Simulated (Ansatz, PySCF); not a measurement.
Cl2GaH3N, SMILES [Cl][Ga]([Cl])<-[NH3] (connectivity only; charge and spin as stated), neutral, multiplicity 2. Atoms are numbered in the order given.

```xyz
7

Ga     0.4731    -0.1183     0.3116
Cl     0.5528     0.8927    -1.6551
Cl    -1.4893     0.0263     1.3239
N      0.0645    -2.0478    -0.5296
H      0.0406    -1.9173    -1.5432
H     -0.8715    -2.3057    -0.2098
H      0.7100    -2.8055    -0.3088
```
Charge 0, spin multiplicity 2.

Geometry: PBE0-D3(BJ)/def2-SVP. The multiplicity is an assumed one; no other spin state was optimised. The isomer is the one that the SMILES or the coordinates give; other isomers of the formula were not compared.

Two levels are set side by side: PBE-D3(BJ)/def2-SVP (Ansatz, a quantum-chemistry and plane-wave program) and PBE0-D3(BJ)/def2-SVP (Ansatz). Each level has its own optimised geometry; the coordinates shown are those of the second. Frequencies come from the Hessian of PySCF at each geometry. Differences are taken from unrounded values.

| quantity | PBE0-D3(BJ) |
|---|---|
| mean bond length (Å) | 1.606 |
| bond Ga1–Cl2 (Å) | 2.213 |
| bond Ga1–Cl3 (Å) | 2.213 |
| bond Ga1–N4 (Å) | 2.144 |
| bond N4–H5 (Å) | 1.022 |
| bond N4–H6 (Å) | 1.022 |
| bond N4–H7 (Å) | 1.020 |
| highest harmonic wavenumber (cm⁻¹) | 3635 |
| mean harmonic wavenumber (cm⁻¹) | 1192 |
| zero-point energy (kcal/mol) | 25.56 |

What does PBE-D3(BJ) give, and how far is it from PBE0-D3(BJ)? (The exact figures need the calculation; the answer reports its results.)


```tsv
quantity	PBE-D3(BJ)	PBE-D3(BJ) minus PBE0-D3(BJ)
mean bond length (Å)	1.623	0.018
bond Ga1–Cl2 (Å)	2.236	0.023
bond Ga1–Cl3 (Å)	2.236	0.023
bond Ga1–N4 (Å)	2.178	0.034
bond N4–H5 (Å)	1.031	0.009
bond N4–H6 (Å)	1.031	0.009
bond N4–H7 (Å)	1.028	0.009
highest harmonic wavenumber (cm⁻¹)	3516	-118
mean harmonic wavenumber (cm⁻¹)	1146	-46
zero-point energy (kcal/mol)	24.57	-1.00
```

GGA bonds tend to be longer and softer than those of functionals with exact exchange. Differences between two approximate levels are no errors against the true value.
